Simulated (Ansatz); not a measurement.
C4H5O3 (SMILES C[C]1COC(=O)O1), doublet, at a GFN2-xTB geometry; PBE/cc-pVDZ (Ansatz, an electronic-structure program).

Ansatz was given this input:
Ansatz 0.2 input:
```yaml
crystal:
  periodic: [false, false, false]
  atoms:
    - {symbol: C, position_ang: [-2.34343825, 0.71945119, -0.08927790]}
    - {symbol: C, position_ang: [-1.01677233, 0.13108404, 0.16871252]}
    - {symbol: C, position_ang: [-0.56170228, -1.27133544, -0.07761273]}
    - {symbol: O, position_ang: [0.84739623, -1.14336852, -0.12475539]}
    - {symbol: C, position_ang: [1.20121703, 0.15049516, 0.02482584]}
    - {symbol: O, position_ang: [2.31675792, 0.55749030, 0.02336189]}
    - {symbol: O, position_ang: [0.10319925, 0.91918462, 0.17782564]}
    - {symbol: H, position_ang: [-2.38872901, 1.71425944, 0.34630434]}
    - {symbol: H, position_ang: [-3.11945075, 0.09348594, 0.34623400]}
    - {symbol: H, position_ang: [-2.54806192, 0.81178364, -1.16274470]}
    - {symbol: H, position_ang: [-0.83197050, -1.97045049, 0.72766138]}
    - {symbol: H, position_ang: [-0.92644017, -1.69369950, -1.02879858]}
basis:
  gaussian:
    orbitals: cc-pVDZ
hamiltonian:
  xc: pbe
magnetization: {spin_polarized: true, initial_magnetization: 1}
accuracy: high
```

Output, abridged:

```
Functional definition: PBE
2952 factors; integrals over basis functions are off by at most 7.4e-9 eV
mean field evaluation 1: about -10348.1748 eV, gradient 5.0e1 eV
mean field evaluation 2: about -10328.6754 eV, gradient 8.6e1 eV
mean field evaluation 4: about -10358.1599 eV, gradient 5.6e0 eV
mean field evaluation 8: about -10358.2726 eV, gradient 2.8e-1 eV
mean field evaluation 16: about -10358.2729 eV, gradient 9.8e-5 eV
mean field -10358.27292119 eV, -380.6595087642 hartree, gradient 5.9e-8 eV, S^2 0.752776; 0 other end points of the search recorded, 0 dependent functions left out
reference -10358.27292445 eV, -380.6595088840 hartree; 27, 26 occupied and 96, 97 virtual orbitals, 2952 factors
Total energy: -10358.27292445 eV, -380.6595088840 hartree
```
